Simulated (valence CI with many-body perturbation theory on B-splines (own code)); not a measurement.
**Re XXVII: M1 decay**

Level of theory: valence CI with perturbative core correlation (CI+MBPT): three valence electrons over a frozen Dirac-Fock core [Kr] 4d10, radial functions for each j: 8 s, 8 p, 9 d, 9 f, 6 g, 3 h, 2 i, with the one-electron correlation potential Σ1, the two-electron term Σ2, the three-electron term Σ3, Breit, model QED; selected CI, second order for the rest (own B-spline code, finite nucleus).

The last digits are not significant, and no measured levels were compared; by estimate large intervals hold to a few tenths of a per cent, small ones and those within an open d or f shell to about a per cent. Core correlation moves these levels by up to 49000 cm⁻¹, and in measured spectra 5 to 20 % of such shifts remained as error; rates that hang on mixing are uncertain with them.

Lines 1 to 50 of 120 in falling wavelength, among levels below 1146900 cm⁻¹, chosen from the decays that carry over 1 % of a level's rate. Wavelengths and rates use the calculated energies. Weak lines are less certain than strong ones. Lines between different terms over intervals too small for the method are left out, as are lines whose strength nearly cancels. Where a level lies close to another of its J and parity, the split of strength between their lines is uncertain.

Names give the largest LS component (configuration and term), which can be under half, so a name can repeat, a term be missing and a line seem to break the LS rules; names also repeat where a configuration has a term twice. Letters in brackets count levels of one name in rising energy.

```tsv
λ vac (Å)	Upper	Lower	Type	A (s⁻¹)	Branch %
15800	4f3 4S°_3/2	4f3 4F°_5/2	M1	1.65e+00	1.3
14010	4f3 4F°_7/2	4f3 4F°_5/2	M1	3.45e+00	4.4
12560	4f3 4G°_5/2	4f3 4F°_5/2	M1	3.53e+00	3.9
12130	4f3 4D°_3/2	4f3 2D°_5/2 [a]	M1	1.28e+01	3.4
10370	4f3 2H°_11/2 [b]	4f3 4G°_9/2	M1	8.20e+00	3.7
9264	4f3 4G°_7/2	4f3 4G°_5/2	M1	1.32e+01	5.6
9149	4f3 4G°_11/2	4f3 2H°_11/2 [b]	M1	1.41e+01	2.7
8850	4f3 2I°_13/2	4f3 4G°_11/2	M1	7.97e+00	2.1
8742	4f3 4F°_7/2	4f3 2H°_9/2 [a]	M1	1.65e+01	21.3
8604	4f3 4G°_7/2	4f3 4F°_7/2	M1	7.10e+00	3.0
7376	4f3 2L°_15/2 [a]	4f3 2K°_13/2	M1	1.90e+01	2.9
7182	4f3 4D°_1/2	4f3 4D°_3/2	M1	7.80e+01	21.9
7023	4f3 4D°_3/2	4f3 2P°_1/2	M1	7.58e+00	2.0
6591	4f3 4F°_5/2	4f3 4F°_3/2	M1	7.44e+01	99.8
6376	4f3 4I°_15/2	4f3 4I°_13/2	M1	1.05e+02	100.0
5817	4f3 4F°_9/2	4f3 4F°_7/2	M1	4.85e+01	9.4
5798	4f3 2D°_5/2 [b]	4f3 2G°_7/2 [a]	M1	8.36e+00	1.3
5736	4f3 4D°_7/2	4f3 2D°_5/2 [b]	M1	1.88e+01	5.3
5400	4f3 4G°_9/2	4f3 4G°_7/2	M1	1.68e+02	30.0
5361	4f3 4I°_13/2	4f3 4I°_11/2	M1	2.72e+02	100.0
5331	4f3 4G°_7/2	4f3 4F°_5/2	M1	1.66e+02	70.3
5055	4f3 2D°_5/2 [b]	4f3 2D°_3/2 [a]	M1	7.66e+01	11.5
4861	4f3 4G°_11/2	4f3 4G°_9/2	M1	1.15e+02	22.2
4807	4f3 2H°_11/2 [b]	4f3 2H°_11/2 [a]	M1	2.42e+00	1.1
4659	4f3 2H°_11/2 [b]	4f3 2K°_13/2	M1	4.36e+00	2.0
4651	4f3 4S°_3/2	4f3 4F°_3/2	M1	1.29e+02	98.7
4499	4f3 2I°_13/2	4f3 2H°_11/2 [b]	M1	3.06e+01	8.1
4419	4f3 2D°_5/2 [a]	4f3 4G°_7/2	M1	3.71e+01	9.4
4412	4f3 4I°_11/2	4f3 4I°_9/2	M1	4.31e+02	100.0
4336	4f3 4G°_7/2	4f3 2H°_9/2 [a]	M1	1.42e+01	6.0
4335	4f3 2G°_9/2 [a]	4f3 2G°_7/2 [a]	M1	1.05e+02	11.9
4323	4f3 4G°_5/2	4f3 4F°_3/2	M1	8.72e+01	95.4
4092	4f3 2H°_9/2 [a]	4f3 4I°_11/2	M1	6.03e+01	11.1
4007	4f3 2D°_3/2 [a]	4f3 4G°_5/2	M1	1.07e+01	1.7
3761	4f3 2D°_3/2 [a]	4f3 4S°_3/2	M1	3.42e+02	53.3
3683	4f3 2H°_9/2 [b]	4f3 2H°_11/2 [b]	M1	4.61e+01	5.3
3638	4f3 2G°_7/2 [a]	4f3 4G°_5/2	M1	3.63e+02	56.6
3564	4f3 2D°_3/2 [b]	4f3 2D°_5/2 [a]	M1	7.38e+01	5.7
3551	4f3 4D°_1/2	4f3 2P°_1/2	M1	4.79e+01	13.5
3532	4f3 2G°_7/2 [a]	4f3 4F°_7/2	M1	1.72e+02	26.8
3493	4f3 4F°_9/2	4f3 2H°_9/2 [a]	M1	3.11e+02	60.3
3479	4f3 4D°_7/2	4f3 2D°_5/2 [a]	M1	2.57e+02	72.3
3441	4f3 2P°_1/2	4f3 4S°_3/2	M1	1.09e+02	27.5
3318	4f3 2I°_13/2	4f3 2L°_15/2 [a]	M1	5.27e+00	1.4
3318	4f3 4G°_9/2	4f3 4F°_7/2	M1	7.79e+01	13.9
3287	4f3 2H°_11/2 [a]	4f3 2H°_9/2 [a]	M1	2.24e+02	46.4
3264	4f3 4D°_1/2	4f3 2D°_3/2 [a]	M1	1.55e+02	43.7
3156	4f3 2L°_15/2 [b]	4f3 2L°_15/2 [a]	M1	2.91e+02	28.7
3151	4f3 4G°_11/2	4f3 2H°_11/2 [a]	M1	2.54e+02	49.3
3087	4f3 4G°_11/2	4f3 2K°_13/2	M1	1.13e+01	2.2
```
